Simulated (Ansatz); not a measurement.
Reaction (formal exchange of groups at the Al–C bond): `C[CH2][AlH][SeH]` + `C#CN[SiH3]` → `[SiH3][NH][AlH][SeH]` + `C#CCC`

Program: Ansatz. Geometries: PBE0-D4/def2-TZVP. ΔE: electronic, gas phase. CCSD(T)/CBS adds triple-zeta CCSD(T) − MP2 to the extrapolated MP2 energy (def2 sets, frozen cores). Functionals use def2-TZVPP. B3LYP here is the variant with VWN-RPA as its local correlation; programs differ in this. For Se outer-core shells are correlated without core-valence functions, which leaves a few kJ/mol of doubt a bond. Scalar relativity is left out up to krypton. Each species was taken in one conformer, which may not be the lowest.

`C[CH2][AlH][SeH]`:

```xyz
11

C    -0.337    1.014    0.836
C    -0.957   -0.070   -0.041
Al    0.263   -1.243   -1.022
Se    2.565   -0.990   -0.853
H     0.304    0.587    1.612
H    -1.098    1.616    1.342
H     0.281    1.701    0.252
H    -1.607   -0.722    0.557
H    -1.630    0.378   -0.785
H    -0.218   -2.416   -1.973
H     2.433    0.142    0.075
```

`C#CN[SiH3]`:

Cartesian coordinates in Å:
```
C 1.877 -0.670 1.271
C 0.951 -0.689 0.503
N -0.089 -0.653 -0.337
Si -1.076 0.761 -0.575
H 2.697 -0.666 1.946
H -0.279 -1.504 -0.842
H -2.098 0.354 -1.570
H -1.718 1.176 0.696
H -0.265 1.891 -1.092
```

`[SiH3][NH][AlH][SeH]`:

Z-matrix (Å, degrees):
```
Si
N 1 1.726
H 1 1.489 2 112.2
H 1 1.486 2 107.2 3 -119.6
H 1 1.489 2 112.2 3 120.9
Al 2 1.779 1 129.6 3 119.0
H 2 1.012 1 114.8 3 -60.8
Se 6 2.316 2 117.7 1 0.3
H 6 1.577 2 120.3 1 -179.7
H 8 1.470 6 90.1 2 -179.9
```

`C#CCC`:

```xyz
10

C    -1.760    0.692   -1.290
C    -0.677    0.383   -0.872
C     0.621    0.002   -0.342
C     0.560   -0.438    1.118
H    -2.716    0.968   -1.666
H     1.032   -0.805   -0.959
H     1.308    0.848   -0.449
H     1.554   -0.715    1.474
H     0.179    0.366    1.750
H    -0.101   -1.299    1.236
```

Problem. Is it downhill or uphill in electronic energy at CCSD(T)/CBS, and by how much? (Best estimate.)

Solution. The calculation gave: Downhill: ΔE = -151.6 kJ/mol.

Problem. What do these levels give: PBE-D4, PBE0-D4, B3LYP-D4, PBE0, B3LYP, HF/def2-TZVPP, MP2/def2-TZVPP, CCSD/def2-TZVPP, CCSD(T)/def2-TZVPP, HF/def2-QZVPP, SCS-MP2/def2-QZVPP, CCSD/CBS(def2)? (Best estimate.)

Solution. Computed: PBE-D4 -128.8, PBE0-D4 -134.1, B3LYP-D4 -139.5, PBE0 -133.5, B3LYP -138.1, HF/def2-TZVPP -153.1, MP2/def2-TZVPP -154.3, CCSD/def2-TZVPP -152.0, CCSD(T)/def2-TZVPP -151.4, HF/def2-QZVPP -154.0, SCS-MP2/def2-QZVPP -155.9, CCSD/CBS(def2) -152.3 kJ/mol.

Largest T1 diagnostic among the species: 0.012.

From PBE to PBE0 (25 % exact exchange), in def2-TZVPP and without D4, ΔE moves by −5.5 kJ/mol.
